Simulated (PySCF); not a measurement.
Spectra and structures to be paired. The calculation used TDDFT B3LYP/def2-SVPD, vertical, gas phase, core orbitals frozen in the response in PySCF. Geometries: PBE0-D3(BJ)/def2-SVP; one conformer of each isolated species. Triplets are in the Tamm–Dancoff approximation. Relativistic effects are left out although some hold elements past zinc.

A. `C[O+](C)[GaH2-][F]`
B. `N#C[C@@H]1CO[C@@H](F)[C@@H](F)O1`
C. `NB(N)Br`
D. `FC(F)(F)[C@@H](Cl)C(Cl)Cl`
E. `N#C[C@]1(OC(F)F)CCO1`

Lowest singlet levels (six at most, fewer where fewer were computed) with oscillator strengths:

1. 182 nm (f 0.004); 169 nm (f 0.001); 167 nm (f 0.005); 162 nm (f 0.005); 158 nm (f 0.014); 157 nm (f 0.009)
2. 173 nm (f 0.006); 164 nm (f 0.009); 162 nm (f 0.002); 160 nm (f 0.014); 158 nm (f 0.008); 156 nm (f 0.006)
3. 186 nm (f 0.001); 185 nm (f 0.015); 183 nm (f 0.008); 179 nm (f 0.001); 172 nm (f 0.000); 167 nm (f 0.008)
4. 206 nm (f 0.000); 192 nm (f 0.001); 186 nm (f 0.046); 173 nm (f 0.000); 171 nm (f 0.047); 167 nm (f 0.000); T1 5.83 eV
5. 190 nm (f 0.005); 177 nm (f 0.079); 171 nm (f 0.000); 161 nm (f 0.001); 158 nm (f 0.097); 153 nm (f 0.021); T1 6.16 eV

Task: Match each spectrum to its molecule.

Result: 1 = E, 2 = B, 3 = D, 4 = C, 5 = A.
- A: S1 at 6.51 eV, HOMO→LUMO (83%), HOMO→LUMO+1 (16%); Löwdin shares by element: HOMO hydrogen 47% or more, gallium 32%, fluorine 11%; LUMO gallium 26%, carbon 19% or more, hydrogen 7% or more, oxygen 7% (atoms not listed hold the other 41%); HOMO -7.67 and LUMO -0.17 eV.
- B: S1 at 7.17 eV, HOMO→LUMO (76%), HOMO-2→LUMO (16%); Löwdin shares by element: HOMO oxygen 41%, carbon 18% or more (atoms not listed hold the other 42%); LUMO carbon 39% or more, nitrogen 31%, oxygen 12% or more (atoms not listed hold the other 18%); HOMO -8.86 and LUMO -0.48 eV.
- C: S1 at 6.02 eV, HOMO→LUMO (98%); Löwdin shares by element: HOMO nitrogen 77%, boron 9%; LUMO boron 48%, hydrogen 23% or more, bromine 8% (atoms not listed hold the other 22%); HOMO -7.28 and LUMO -0.25 eV; point group C2v, 3 of its 6 listed states under f = 0.0005.
- D: S1 at 6.65 eV, HOMO-1→LUMO (75%), HOMO-2→LUMO (17%); Löwdin shares by element: HOMO chlorine 92%; LUMO chlorine 63%, carbon 19% or more (atoms not listed hold the other 18%); HOMO -8.95 and LUMO -1.17 eV.
- E: S1 at 6.81 eV, HOMO→LUMO (94%); Löwdin shares by element: HOMO oxygen 61%, carbon 12% or more, hydrogen 6% or more (atoms not listed hold the other 21%); LUMO carbon 34% or more, nitrogen 28%, oxygen 10% or more (atoms not listed hold the other 28%); HOMO -8.83 and LUMO -0.81 eV.
A and D have S1 within 0.14 eV of each other; their strongest listed levels stand at 7.86 eV (f 0.097) and 6.70 eV (f 0.015).
